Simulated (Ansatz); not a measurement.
Isolated molecules relaxed with PBE0-D4/def2-TZVP in Ansatz; ΔE leaves out vibrations. CCSD(T)/CBS is the MP2 limit (def2-TZVPP, def2-QZVPP) plus CCSD(T) − MP2 in def2-TZVPP, frozen cores. Functionals use def2-TZVPP. B3LYP here is the variant with VWN-RPA as its local correlation; programs differ in this. def2 core potentials past Kr. For Sn outer-core shells are correlated without core-valence functions, which leaves a few kJ/mol of doubt a bond. One conformer a species, not always the lowest.

Consider the cleavage of the B–Sn bond: `[BH2][SnH]([OH])[OH]` + `N[SiH]1CN1` → `BN[SiH]1CN1` + `[OH][SnH2][OH]`.

Is it downhill or uphill in electronic energy at CCSD(T)/CBS, and by how much? (Estimate.)

The calculation gave: Downhill: ΔE = -147.6 kJ/mol.

What do these levels give: B3LYP-D4, B2PLYP, MP2/def2-TZVPP, SCS-MP2/def2-TZVPP, MP2/def2-QZVPP, CCSD/CBS(def2)? (Best estimate.)

Ansatz gave: B3LYP-D4 -154.0, B2PLYP -153.9, MP2/def2-TZVPP -153.1, SCS-MP2/def2-TZVPP -151.7, MP2/def2-QZVPP -150.2, CCSD/CBS(def2) -145.2 kJ/mol.

Largest T1 diagnostic among the species: 0.014.

In def2-TZVPP, CCSD(T) changes the Hartree–Fock value by −3.9 kJ/mol (the triples alone add −2.4 kJ/mol) and MP2 by −4.4 kJ/mol.
